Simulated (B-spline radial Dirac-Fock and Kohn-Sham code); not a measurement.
**W²⁺: non-radiative channels of the N2 vacancy**

System: tungsten as W²⁺ in the configuration 1s2 2s2 2p6 3s2 3p6 3d10 4s2 4p6 4d10 4f14 5s2 5p6 5d4, inside a Watson sphere of charge -2 and radius 1.6 Å (a model of the Madelung potential; inside it an electron's potential energy is raised by 18.0 eV).

Input of the calculation (task.json; shells as n, l, electrons):

```json
{"items": [{
  "Z": 74,
  "q": 2,
  "cfg": [[1, 0, 2], [2, 0, 2], [2, 1, 6], [3, 0, 2], [3, 1, 6], [3, 2, 10], [4, 0, 2], [4, 1, 6], [4, 2, 10], [4, 3, 14], [5, 0, 2], [5, 1, 6], [5, 2, 4]],
  "A": 184,
  "rrms": 5.3658,
  "watson": [-2, 1.6],
  "do": ["binding", "quiet", "decay"],
  "holes": ["K", "L1", "L2", "L3", "M1", "M2", "M3", "M4", "M5", "N1", "N2", "N3", "N4", "N5", "N6", "N7"]
}]}
```

Launch: `python xray_run.py task.json out`

Level of theory: a relativistic independent-particle model: LDA orbitals of the hole state, radiative multipoles to third order, Auger rates from the Coulomb interaction with a continuum orbital, Dirac-Fock energies; a radial finite-basis atomic code. Kinetic energies are configuration averages from the vacuum level; the two-hole energies are estimated from single-hole states.

```
transition  kinetic energy (eV)  width (meV)  share (%)
   N2-N4O1                131.1          578        4.6
   N2-N4O2                165.2          417        3.3
   N2-N4N7                175.1         4850       38.8
   N2-N4N6                175.4         2280       18.3
   N2-N4O3                175.6          672        5.4
   N2-N5O2                177.5          368        2.9
   N2-N5N6                185.7          641        5.1
   N2-N6O2                392.3          251        2.0
   N2-N7O2                394.3          402        3.2
   N2-N6N7                403.0          340        2.7
```

Coster-Kronig rates are the weakest part of this model and often come out 1.5 to 2.5 times too large. Super-Coster-Kronig decay this fast strains the one-particle picture, and such widths tend to come out too large. The listed channels hold 86 % of the non-radiative rate. Summed by principal shells, of 12.5 eV in all: NNN 69.7 %, NNO 29.4 %, NOO 0.9 %.
